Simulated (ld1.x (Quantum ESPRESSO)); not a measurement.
# u(r) = r·R(r): atom against pseudo-atom (H)

Columns: radius, all-electron u(r) and pseudo u(r) of the 1s shell (level -6.49 eV) of hydrogen in the configuration 1s1; PBE, non-relativistic, RRKJ scheme, ld1.x (Quantum ESPRESSO) 7.5.

```csv
r (bohr),all-electron,pseudo
0.065,0.1169,0.0248
0.130,0.2188,0.0598
0.195,0.3071,0.1126
0.260,0.3831,0.1861
0.325,0.4483,0.2779
0.390,0.5035,0.3812
0.455,0.5501,0.4858
0.520,0.5887,0.5813
0.585,0.6204,0.6589
0.650,0.6460,0.7134
0.715,0.6660,0.7445
0.780,0.6811,0.7551
0.845,0.6920,0.7514
0.910,0.6991,0.7399
0.975,0.7028,0.7265
1.040,0.7036,0.7146
1.105,0.7019,0.7056
1.170,0.6979,0.6986
1.235,0.6920,0.6920
1.300,0.6844,0.6844
1.365,0.6753,0.6753
1.430,0.6650,0.6650
1.495,0.6537,0.6537
1.560,0.6415,0.6415
1.625,0.6286,0.6286
1.690,0.6151,0.6151
```

Question: How many radial nodes do the two functions have?

Answer: The all-electron 1s function has n − l − 1 = 0; the pseudo-wave has 0.

Question: At about which radius was the pseudo-wave matched?

Answer: 1.30 bohr, where the columns begin to agree (steps of 0.07 bohr).

Question: Is the pseudo-wave norm-conserving?

Answer: Yes: the RRKJ scheme keeps the norm inside the radius equal to the all-electron one, which fixes the energy derivative of the logarithmic derivative at the level.
